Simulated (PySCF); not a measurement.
Simulation results for C3H7Al

Computed with PySCF 2.14.0. Calculation on a computer-drawn molecule: the log of a Hartree-Fock and frozen-core CCSD(T) single point meant for a local Hartree-Fock minimum, with one planted fault or none, to be diagnosed. Offsets are logged minus clean, where the clean run is the same molecule without the fault. The reference is restricted for singlets and unrestricted otherwise, and also for a bond in bohr or an excited solution. Adding or removing an electron swaps singlet and doublet. The excited solution moves the top pair (singlet) or top alpha electron (doublet) to the lowest empty orbital. Highest occupied and lowest empty are orbital energies over both spins, largest force is the largest gradient component, triples share is (T) over the correlation energy, the T1 limit is 0.02 restricted and 0.045 unrestricted, electrons count all cores, a negative frequency is imaginary (commonest isotopes), and the dipole is about the centre of nuclear charge.

```xyz
11
formula=C3H7Al meant_charge=0 meant_multiplicity=1 meant_basis=cc-pV(D+d)Z logged_electrons=38 logged_basis_functions=100 logged_SCF_converged=yes logged_spin_squared=0.8299 logged_highest_occupied=-7.6845 logged_lowest_empty=1.1914 logged_largest_force=0.017989 logged_T1_diagnostic=0.064232 logged_D1_diagnostic=0.26146 logged_triples_share=0.036234 logged_CC_converged=yes logged_dipole_magnitude=1.0322 logged_SCF_stable_within_its_kind=yes logged_energy_HF=-359.44658 logged_energy_CCSD(T)=-360.00265 possible_faults=no_fault,one_electron_removed,one_electron_added,multiplicity_raised_by_two,geometry_at_a_saddle_point,SCF_held_on_an_excited_solution,minimal_basis_STO-3G,one_bond_length_entered_in_bohr,all_coordinates_scaled planted_fault=one_bond_length_entered_in_bohr,row_5_of_the_drawn_bonds HF_energy_offset_from_clean_run=79.27 CCSD(T)_energy_offset_from_clean_run=80.87
C     -1.7979    -0.1288    -0.6718
C     -1.4732     0.2624     0.7693
C     -0.3861     1.3493     0.8738
Al    -0.7794     3.2019     0.1829
H     -0.9067    -0.4950    -1.1892
H     -3.2240    -1.6205    -0.7454
H     -2.1848     0.7202    -1.2462
H     -1.1690    -0.6377     1.3145
H     -2.3921     0.6049     1.2601
H     -0.1142     1.4916     1.9345
H      0.5401     0.9875     0.3961
```

Units: logged_highest_occupied, logged_lowest_empty in eV; logged_largest_force in hartree/bohr; logged_dipole_magnitude in debye; logged_energy_HF, logged_energy_CCSD(T) in hartree; HF_energy_offset_from_clean_run, CCSD(T)_energy_offset_from_clean_run in kcal/mol.

Drawn bonds:
```csv
atom,other atom,order
1,2,1
2,3,1
3,4,1
1,5,1
1,6,1
1,7,1
2,8,1
2,9,1
3,10,1
3,11,1
```

Notes: T1 above single-reference limit.
